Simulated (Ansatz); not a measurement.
Geometry optimisation, RKS PBE-D4/STO-3G in Ansatz 0.2.0.

Input file:

```yaml
crystal:
  periodic: [false, false, false]
  atoms:
    - { symbol: "N", position_ang: [-1.95765, 0.19362, -0.73254] }
    - { symbol: Si, position_ang: [-0.44226, 0.02282, -0.2259] }
    - { symbol: B, position_ang: [1.43857, -0.50074, -0.62227] }
    - { symbol: B, position_ang: [1.2489, -0.06367, 0.78062] }
    - { symbol: H, position_ang: [-2.4981, 0.01839, -1.55755] }
    - { symbol: H, position_ang: [1.6366, -0.84852, -1.71885] }
    - { symbol: H, position_ang: [1.19666, 0.25724, 1.9035] }
basis:
  gaussian: { orbitals: STO-3G }
hamiltonian:
  xc: pbe
  dispersion: d4
relax:
  f_tol: 0.015
  max_steps: 40
```

Command:

```bash
$ ansatz run input.yaml --threads 1 --pin off --max-ram 2048MiB --backend cpu --events-out ev --progress --plain --runs-dir out
```

Q: Where does it end, and by what steps?

A: The run converged. Limits of this set-up: minimal basis. After 13 steps the energy has fallen by 0.854 eV; N1 moved furthest, 0.52 Å.

```tsv
step	energy less start (eV)	largest force component (eV/Å)	accepted
0	0.0000	3.171	yes
1	-0.1817	0.679	yes
2	-0.2730	3.091	yes
3	-0.6078	2.655	yes
4	-0.8000	1.383	yes
5	-0.7549	2.048	no
6	-0.8486	0.216	yes
7	-0.8495	0.078	yes
8	-0.8518	0.108	yes
9	-0.8525	0.067	yes
10	-0.8538	0.034	yes
11	-0.8538	0.032	yes
12	-0.8542	0.018	yes
13	-0.8542	0.007	yes
```

```xyz
7
Properties=species:S:1:pos:R:3
N -1.759 0.545 -1.056
Si -0.471 -0.160 -0.277
B 1.477 -0.507 -0.606
B 1.158 -0.066 0.756
H -2.570 -0.166 -1.158
H 1.711 -0.773 -1.724
H 1.077 0.207 1.892
```

Whether the end is a true minimum wasn't checked by a vibrational analysis.

Run time: 39 s on 1 thread of AMD EPYC (Zen 3), on a shared host, peak memory 0.12 GiB.
